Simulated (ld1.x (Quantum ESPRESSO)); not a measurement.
## Building the ultrasoft potential for ruthenium (Ru) (PBE, non-relativistic).

ld1.x (Quantum ESPRESSO) 7.5 input, shortened:

```
&input
   title='Ru', zed=44., rel=0, dft='PBE', iswitch=3,
   config='[Kr] 4d7 5s0 5p0'
 /
 &inputp
   pseudotype=3, tm=.true., lloc=-1, rcloc=2.10,
   nlcc=.false.,
   which_augfun='PSQ', rmatch_augfun=1.20
 /
6
4S  1  0   2.00   0.00  1.35  1.65  0.0
5S  2  0   0.00   0.00  1.35  1.65  0.0
4P  2  1   6.00   0.00  1.60  1.75  0.0
5P  3  1   0.00   0.00  1.60  1.75  0.0
4D  3  2   7.00   0.00  1.55  2.15  0.0
4D  3  2   0.00   2.95  1.55  2.15  0.0
 &test
   configts(1)='4s2 4p6 4d7 5s0 5p0'
 /
```

Question: Does the generator finish with these settings?

Answer: No. ld1.x (Quantum ESPRESSO) 7.5 stopped with "chargeps: negative rho": the spherical valence density built from the smooth waves and the augmentation charge turned negative at some radius.
